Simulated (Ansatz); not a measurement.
C₂H₆N, doublet, geometry from GFN2-xTB. Base run: Ansatz (a first-principles code) with HF/def2-SVP.

Input for Ansatz:
Ansatz 0.2 input:
```yaml
crystal:
  periodic: [false, false, false]
  atoms:
    - {symbol: C, position_ang: [1.18853712, -0.42423795, -0.00475233]}
    - {symbol: C, position_ang: [0.11863727, 0.59050040, -0.00356732]}
    - {symbol: N, position_ang: [-1.21229979, -0.05001142, 0.00719856]}
    - {symbol: H, position_ang: [1.48344962, -0.89295660, 0.91586697]}
    - {symbol: H, position_ang: [1.45611355, -0.91757714, -0.92112399]}
    - {symbol: H, position_ang: [0.15672993, 1.21860401, -0.89696538]}
    - {symbol: H, position_ang: [0.16753083, 1.22769330, 0.88264099]}
    - {symbol: H, position_ang: [-1.30480657, -0.63928977, 0.82914715]}
    - {symbol: H, position_ang: [-1.31596525, -0.64396854, -0.81003784]}
basis:
  gaussian:
    orbitals: def2-SVP
hamiltonian:
  xc: hf
magnetization: {spin_polarized: true, initial_magnetization: 1}
```

Each row names what was changed in the base input (with any setting that the change needs).

| change | ΔE vs base (mEh) |
|---|---|
| base | 0.000 |
| accuracy = high | -0.001 |
| point_charge = charge:-1.0 position_ang:2.5485, 4.1299, -0.301 | -0.977 |
| fitting.mean_field = cc-pVTZ-JKFIT | 0.014 |
| lower_state_search = off | 0.000 |
| point_charge = charge:1.0 position_ang:-4.2766, 1.4779, 1.5368 | -14.944 |
| nuclear_model = gaussian | 0.013 |
| point_charge = charge:0.5 position_ang:3.5923, -2.4151, -2.4184 | 0.739 |
| lower_state_search = light | 0.000 |
| fitting.mean_field = def2-universal-JKFIT | 0.053 |
| lower_state_search = full | 0.000 |
